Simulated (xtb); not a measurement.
Cl₄SW (SMILES [S]=[W]([Cl])([Cl])([Cl])[Cl]), singlet, from a rough starting geometry (GFN-xTB shapes and energies of metal compounds can be far from the true ones); xtb with GFN2-xTB.

Input for xtb:
```
$ xtb mol.xyz --gfn 2 --opt vtight --json

# file mol.xyz
6

W      0.06870122    -0.03496064     0.03945367
S      1.50553682    -0.67769897     1.60105181
Cl    -1.46580700     0.64984947    -1.53415931
Cl     0.24900745     2.12224155     0.49679568
Cl     1.23064138    -0.95707598    -1.59830063
Cl    -1.64025618    -1.17735581     1.00079455
```

Output, abridged:

```
   ID    Z sym.   atoms
    1   74 W      1
    2   16 S      2
    3   17 Cl     3-6

           -------------------------------------------------
          |                Calculation Setup                |
           -------------------------------------------------

           -------------------------------------------------
          |                 G F N 2 - x T B                 |
           -------------------------------------------------

          ...................................................
          :                      SETUP                      :
          :.................................................:
          :  # basis functions                  60          :
          :  # atomic orbitals                  54          :
          :  # shells                           18          :
          :  # electrons                        40          :
          :  max. iterations                   250          :
          :  Hamiltonian                  GFN2-xTB          :
          :  restarted?                      false          :
          :  GBSA solvation                  false          :
          :  PC potential                    false          :
          :  electronic temp.          300.0000000     K    :
          :  accuracy                    1.0000000          :
          :  -> integral cutoff          0.2500000E+02      :
          :  -> integral neglect         0.1000000E-07      :
          :  -> SCF convergence          0.1000000E-05 Eh   :
          :  -> wf. convergence          0.1000000E-03 e    :
          :  Broyden damping             0.4000000          :
          :  net charge                          0          :
          :  unpaired electrons                  0          :
          ...................................................

 iter      E             dE          RMSdq      gap      omega  full diag
   1    -18.5234438 -0.185234E+02  0.248E+01    0.80       0.0  T
   2    -15.3521538  0.317129E+01  0.392E+01    7.54       1.0  T
   3    -20.9905684 -0.563841E+01  0.315E+01    4.17       1.0  T
   4    -23.0326233 -0.204205E+01  0.140E+01    2.75       1.0  T
   5    -23.5841257 -0.551502E+00  0.102E+01    2.51       1.0  T
   6    -23.7356155 -0.151490E+00  0.908E+00    2.39       1.0  T
   7    -23.8978480 -0.162232E+00  0.689E+00    2.14       1.0  T
   8    -24.0601438 -0.162296E+00  0.491E+00    1.87       1.0  T
   9    -24.0798428 -0.196991E-01  0.330E+00    1.34       1.0  T
  10    -24.1100550 -0.302122E-01  0.321E+00    1.69       1.0  T
  11    -24.1425974 -0.325423E-01  0.136E+00    1.57       1.0  T
  12    -24.1450487 -0.245129E-02  0.118E+00    1.56       1.0  T
  13    -24.1479672 -0.291853E-02  0.118E+00    1.62       1.0  T
  14    -24.1504044 -0.243725E-02  0.104E+00    1.62       1.0  T
  15    -24.1517640 -0.135955E-02  0.818E-01    1.61       1.0  T
  16    -24.1536090 -0.184497E-02  0.255E-01    1.57       1.0  T
  17    -24.1515046  0.210435E-02  0.828E-01    1.54       1.0  T
  18    -24.1534331 -0.192845E-02  0.274E-01    1.56       1.0  T
  19    -24.1536752 -0.242176E-03  0.854E-02    1.57       1.0  T
  20    -24.1536905 -0.152579E-04  0.951E-02    1.57       1.0  T
  21    -24.1537111 -0.206033E-04  0.516E-02    1.57       1.0  T
  22    -24.1537201 -0.896699E-05  0.167E-02    1.57       2.4  T
  23    -24.1537211 -0.103658E-05  0.319E-03    1.57      12.8  T
  24    -24.1537211 -0.422026E-07  0.112E-03    1.57      36.3  T
  25    -24.1537211  0.235747E-08  0.113E-03    1.57      36.1  T
  26    -24.1537212 -0.525161E-08  0.105E-03    1.57      38.9  T
  27    -24.1537212 -0.163227E-08  0.555E-04    1.57      73.5  T
  28    -24.1537212 -0.120249E-08  0.121E-04    1.57     337.4  T

   *** convergence criteria satisfied after 28 iterations ***

         :::::::::::::::::::::::::::::::::::::::::::::::::::::
         ::                     SUMMARY                     ::
         :::::::::::::::::::::::::::::::::::::::::::::::::::::
[...]
 * total energy  :   -24.1258329 Eh     change        0.2840453E-04 Eh
 * total energy  :   -24.1258704 Eh     change       -0.3756776E-04 Eh
 * total energy  :   -24.1258573 Eh     change        0.1315935E-04 Eh
 * total energy  :   -24.1258708 Eh     change       -0.1355668E-04 Eh
 * total energy  :   -24.1258706 Eh     change        0.2914275E-06 Eh
 * total energy  :   -24.1258720 Eh     change       -0.1491831E-05 Eh
 * total energy  :   -24.1258724 Eh     change       -0.3505173E-06 Eh
 * total energy  :   -24.1258726 Eh     change       -0.2152686E-06 Eh
 * total energy  :   -24.1258725 Eh     change        0.8734092E-07 Eh
 * total energy  :   -24.1258727 Eh     change       -0.1287338E-06 Eh
 * total energy  :   -24.1258727 Eh     change        0.1278188E-08 Eh
 * total energy  :   -24.1258727 Eh     change       -0.2209944E-08 Eh
   *** GEOMETRY OPTIMIZATION CONVERGED AFTER 19 ITERATIONS ***
         :: total energy             -24.125872655665 Eh    ::
[...]
        12        2.0000           -0.4941778             -13.4473
        13        2.0000           -0.4941764             -13.4472
        14        2.0000           -0.4800206             -13.0620
        15        2.0000           -0.4665167             -12.6946
        16        2.0000           -0.4484375             -12.2026
        17        2.0000           -0.4484368             -12.2026
        18        2.0000           -0.4231222             -11.5137
        19        2.0000           -0.4231214             -11.5137
        20        2.0000           -0.4174210             -11.3586 (HOMO)
        21                         -0.3569941              -9.7143 (LUMO)
        22                         -0.3569936              -9.7143
        23                         -0.3316506              -9.0247
        24                         -0.3316476              -9.0246
        25                         -0.1752537              -4.7689
        26                         -0.0290239              -0.7898
        27                         -0.0290233              -0.7898
        28                         -0.0286281              -0.7790
        29                         -0.0286279              -0.7790
        30                         -0.0286228              -0.7789
        31                         -0.0276967              -0.7537
       ...                                ...                  ...
        54                          1.5915027              43.3070
      -------------------------------------------------------------
                  HL-Gap            0.0604268 Eh            1.6443 eV
             Fermi-level           -0.3874987 Eh          -10.5444 eV

     #   Z          covCN         q      C6AA      α(0)
     1  74 W        4.399     0.650   444.145    46.481
     2  16 S        0.981    -0.255   150.003    20.715
     3  17 Cl       0.974    -0.290   108.416    15.930
     4  17 Cl       0.913    -0.035   100.253    15.318
     5  17 Cl       0.913    -0.035   100.254    15.318
     6  17 Cl       0.913    -0.035   100.254    15.318

 Mol. C6AA /au·bohr⁶  :       5375.233920
 Mol. C8AA /au·bohr⁸  :     372185.862507
 Mol. α(0) /au        :        129.080168

Wiberg/Mayer (AO) data.
largest (>0.10) Wiberg bond orders for each atom

 ---------------------------------------------------------------------------
     #   Z sym  total        # sym  WBO       # sym  WBO       # sym  WBO
 ---------------------------------------------------------------------------
     1  74 W    7.279 --     2 S    2.203     4 Cl   1.349     5 Cl   1.349
                             6 Cl   1.349     3 Cl   1.030
     2  16 S    2.568 --     1 W    2.203     3 Cl   0.105
     3  17 Cl   1.288 --     1 W    1.030     2 S    0.105
     4  17 Cl   1.648 --     1 W    1.349
     5  17 Cl   1.648 --     1 W    1.349
     6  17 Cl   1.648 --     1 W    1.349
 ---------------------------------------------------------------------------

Topologies differ in total number of bonds
Writing topology from bond orders to xtbtopo.mol

molecular dipole:
                 x           y           z       tot (Debye)
 q only:        0.153      -0.066       0.162
   full:       -0.553       0.238      -0.586       2.136
molecular quadrupole (traceless):
                xx          xy          yy          xz          yz          zz
 q only:       -1.331       2.473       3.362      -6.095       2.619      -2.030
  q+dip:       -1.291       2.475       3.315      -6.039       2.630      -2.024
   full:       -1.411       2.698       3.619      -6.590       2.867      -2.208

optimized geometry written to: xtbopt.xyz

           -------------------------------------------------
          | TOTAL ENERGY              -24.125872655665 Eh   |
          | GRADIENT NORM               0.000002465622 Eh/α |
          | HOMO-LUMO GAP               1.644298197758 eV   |
           -------------------------------------------------

normal termination of xtb
```
